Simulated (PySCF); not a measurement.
CH$_{8}$OSi$_{2}$, singlet, at a GFN2-xTB geometry. Base run: HF/6-31G, TDA (PySCF).

PySCF was given this input:
```python
from pyscf import gto, scf, tdscf

mol = gto.M(
    atom='''
Si    0.024414   -0.962427    0.032634
Si    1.679092    0.631737    0.251673
O    -1.347096   -0.326605   -0.573690
C    -2.075830    0.763818   -0.112420
H     0.213652   -1.987473   -0.987465
H    -0.267148   -1.609640    1.325679
H     1.455871    1.559039    1.372807
H     2.993661    0.027107    0.480493
H     1.822415    1.501879   -0.923435
H    -2.527516    0.546177    0.859471
H    -2.867972    0.973497   -0.832805
H    -1.440301    1.649005   -0.011001
''',
    basis='6-31g',
    charge=0,
    spin=0,
    verbose=4,
)

mf = scf.RHF(mol)
mf.kernel()
td = mf.TDA()
td.nstates = 5
td.kernel()
td.analyze()
```

Each row names what was changed in the base input (with any setting that the change needs).

```json
[
 {"change": "base", "first excitation (eV)": "7.68", "oscillator strength of the first": "0.033", "second (eV)": "8.72", "core-seconds (rough)": "6"},
 {"change": "conv_tol = 1e-3", "first excitation (eV)": "7.68", "oscillator strength of the first": "0.033", "second (eV)": "8.72", "core-seconds (rough)": "5"},
 {"change": "nstates = 2", "first excitation (eV)": "7.68", "oscillator strength of the first": "0.033", "second (eV)": "8.72", "core-seconds (rough)": "7"},
 {"change": "functional = b3lyp", "first excitation (eV)": "?", "oscillator strength of the first": "?", "second (eV)": "?", "core-seconds (rough)": "100"},
 {"change": "basis = 6-31+G*", "first excitation (eV)": "7.39", "oscillator strength of the first": "0.039", "second (eV)": "8.40", "core-seconds (rough)": "40"},
 {"change": "states = triplets", "first excitation (eV)": "?", "oscillator strength of the first": "-", "second (eV)": "?", "core-seconds (rough)": "6"},
 {"change": "functional = bhandhlyp", "first excitation (eV)": "6.69", "oscillator strength of the first": "0.013", "second (eV)": "7.47", "core-seconds (rough)": "80"},
 {"change": "functional = blyp", "first excitation (eV)": "?", "oscillator strength of the first": "?", "second (eV)": "?", "core-seconds (rough)": "60"},
 {"change": "nstates = 10", "first excitation (eV)": "7.68", "oscillator strength of the first": "0.033", "second (eV)": "8.72", "core-seconds (rough)": "6"},
 {"change": "nstates = 15", "first excitation (eV)": "7.68", "oscillator strength of the first": "0.033", "second (eV)": "8.72", "core-seconds (rough)": "8"},
 {"change": "functional = wb97x", "first excitation (eV)": "6.45", "oscillator strength of the first": "0.008", "second (eV)": "7.22", "core-seconds (rough)": "200"}
]
```

### Question
Complete the blanks.

### Answer

- functional = b3lyp, first excitation (eV): 5.95
- functional = b3lyp, oscillator strength of the first: 0.007
- functional = b3lyp, second (eV): 6.60
- states = triplets, first excitation (eV): 6.93
- states = triplets, second (eV): 7.86
- functional = blyp, first excitation (eV): 5.36
- functional = blyp, oscillator strength of the first: 0.004
- functional = blyp, second (eV): 5.93

An iterative solver can miss low states, so a row lists the states that it found.
